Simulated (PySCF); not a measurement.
# Two-component Hartree-Fock for Sc (scandium, neutral)

Start: [Ar] 3d1 4s2; 3d5/2 filled at m_j = +5/2. Calculated with PySCF 2.14 in x2c-TZVPPall-2c (6s7p4d2f1g, 70 functions): generalised Hartree-Fock with the X2C-1e Hamiltonian and a Gaussian nucleus; one run each with spin-orbit coupling (SO) screened by Boettger's factors, then bare. This is a chosen level, not necessarily the ground level.

```tsv
spinor shell	electrons	ε, screened SO (eV)	ε, bare SO (eV)	weight of nominal j (bare SO)	rms radius, bare SO (bohr)
1s1/2	2	-4539.4	-4539.4	1.000	0.0844
2s1/2	2	-524.07	-524.08	1.000	0.370
2p1/2	2	-429.87	-430.22	0.998	0.338
3s1/2	2	-70.512	-70.517	1.000	1.15
3p3/2	4	-42.705	-42.699	0.866	1.27
3p1/2	2	-43.145	-43.173	0.731	1.27
3d5/2	1	-9.187	-9.175	1.000	1.94
4s1/2	2	-5.764	-5.764	0.997	4.22
```

Problem. Where does 2p3/2 lie, and what is the 2p spin-orbit splitting (bare SO)?

Solution. At -425.03 eV, 5.191 eV above 2p1/2.

| quantity | screened SO | bare SO |
| --- | --- | --- |
| E (hartree) | -763.27717 | -763.27785 |
| M_J | 5/2 | 5/2 |
| ⟨J²⟩ | 8.802 | 8.802 |
| ⟨L²⟩ | 6.041 | 6.041 |
| ⟨S²⟩ | 0.762 | 0.762 |

Each row is a mean over spinors that exchange with the open shell spreads, by up to 4.081 eV (3p3/2).

Rows whose weight is well below 1 are mixtures of j = l ± 1/2: exchange outweighs spin-orbit coupling there, and the label is only the starting occupation.

⟨J²⟩ departs a little from M_J(M_J + 1) because the unrestricted spinors polarise the closed shells.
